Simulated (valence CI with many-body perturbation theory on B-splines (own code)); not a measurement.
# Eu LIX: key properties

Level of theory: configuration interaction combined with many-body perturbation theory (CI+MBPT): three valence electrons over a frozen Dirac-Fock core [He], a basis of 11 s, 11 p, 9 d, 7 f, 5 g, 2 h, 1 i functions for each j, with the one-electron correlation potential Σ1 (screened to all orders), the two-electron term Σ2, the three-electron term Σ3, Breit, model QED; selected single and double excitations, second order for the rest (own B-spline code, finite nucleus).

No measured spectrum was set against this ion. As an estimate, large intervals hold to a few tenths of a per cent, small ones and those within an open d or f shell to about a per cent.

Levels are named by their leading jj configuration (3d3/2^4 stands for four electrons in 3d with j = 3/2), which in mixed levels can hold well under half, so a name can repeat and another be missing.

Rates and lifetimes use the calculated energies. Strong lines usually hold to 10 to 20 %, long lifetimes can be off by a factor of two.

Task: What is the ground level?

Result: (2s^2 2p1/2) J=1/2, composition 100 % 2s²2p ²P°, g = 0.631.

Task: Where does the other parity begin?

Result: At (2s 2p1/2^2) J=1/2, 1674.3 × 10³ cm⁻¹.

Task: How well does LS coupling describe the low levels?

Result: Among the lowest 20 levels the leading LS term, summed over configurations, holds 76 % on average. For single configurations the figures are 76 % in LS and 99 % in jj coupling. Terms mix most in the J = 3/2 level at 9422.3 × 10³ cm⁻¹, where the leading one holds 48 %.

Task: What are the static dipole polarisabilities of the lowest levels?

Result: (2s^2 2p1/2) J=1/2 0.000334 bohr³, of which the core gives 4.62e-07.

Task: What is the ionisation energy?

Result: 13044 eV; NIST lists 13050 ± 6 eV (theoretical).
